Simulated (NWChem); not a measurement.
System: C₂H₃Br; SMILES C=CBr

Input file for NWChem:

```
start job
memory heap 200 mb stack 900 mb global 1100 mb
geometry units angstroms noautoz
  C     -0.337241     2.096033     0.000000
  C      0.511994     1.074495     0.000000
  Br    -0.024926    -0.726849     0.000000
  H     -1.420750     1.956767     0.000000
  H      0.053427     3.117378     0.000000
  H      1.598152     1.191327     0.000000
end
basis spherical
  * library 3-21g
end
dft
  xc b3lyp
  iterations 150
  mulliken
end
task dft energy
```

Geometry: optimised at PBE0/def2-SVP. B3LYP is NWChem's, with the RPA form of VWN correlation.

Give the results of this calculation. (B3LYP/3-21G.) Quantities: basis functions; energy (Ha); highest occupied level (eV); orbital gap (eV); dipole (D).


```yaml
number_of_basis_functions: 46
energy (Ha): -2639.36
highest occupied level (eV): -6.77
orbital gap (eV): 6.90
dipole (D): 1.21
```
